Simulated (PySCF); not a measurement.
C2H10AlNSi (SMILES [CH3][Al]([CH3])[SiH2]N), singlet, at the geometry of the source list. Base run: PySCF with PBE/6-31G.

PySCF was given this input:
```python
from pyscf import gto, scf, dft, solvent

mol = gto.M(
    atom='''
Si    1.578300   -0.548400   -0.861300
N     2.694100    0.392300    0.095900
Al   -0.663500    0.028400   -0.099400
C    -1.696800   -1.475100    0.714700
C    -1.447900    1.862700   -0.150900
H     2.071800   -0.284900   -2.230200
H     1.851000   -2.015100   -0.706200
H     3.682000    0.271000   -0.071400
H     2.539800    0.417700    1.090100
H    -2.704200   -1.581500    0.295100
H    -1.840800   -1.365700    1.796500
H    -1.196700   -2.440600    0.569800
H    -2.457600    1.873400   -0.586600
H    -0.851700    2.589300   -0.717000
H    -1.557700    2.276400    0.860800
''',
    basis='6-31g',
    charge=0,
    spin=0,
    verbose=4,
)

mf = dft.RKS(mol)
mf.xc = 'pbe'
mf.kernel()
mf.analyze()
```

The base run was repeated with changes; each row names its change, and settings that it needs were set with it.

```tsv
change	ΔE vs base (kcal/mol)	dipole (D)	HOMO-LUMO gap (eV)
base	0.000	1.30	2.71
model = IEF-PCM; solvent = n-hexane; vdw_scale = 1.1	-3.23	1.46	2.94
model = COSMO; solvent = n-hexane	-2.45	1.44	2.89
model = IEF-PCM; solvent = n-hexane; r_probe = 0.5	-0.86	1.39	2.78
model = IEF-PCM; solvent = n-hexane	-2.27	1.44	2.88
model = IEF-PCM; solvent = n-hexane; vdw_scale = 1.4	-1.19	1.41	2.80
model = IEF-PCM; solvent = tetrahydrofuran	-5.43	1.66	3.12
model = IEF-PCM; solvent = dichloromethane	-5.67	1.67	3.13
model = C-PCM; solvent = n-hexane	-3.12	1.48	2.94
model = SS(V)PE; solvent = n-hexane	-2.25	1.44	2.87
model = IEF-PCM; solvent = chloroform	-4.67	1.60	3.06
model = IEF-PCM; solvent = n-hexane; vdw_scale = 1.0	-4.75	1.47	3.02
```

The base is the gas phase, so ΔE is the electrostatic part of solvation at a fixed geometry, without cavity and dispersion terms.
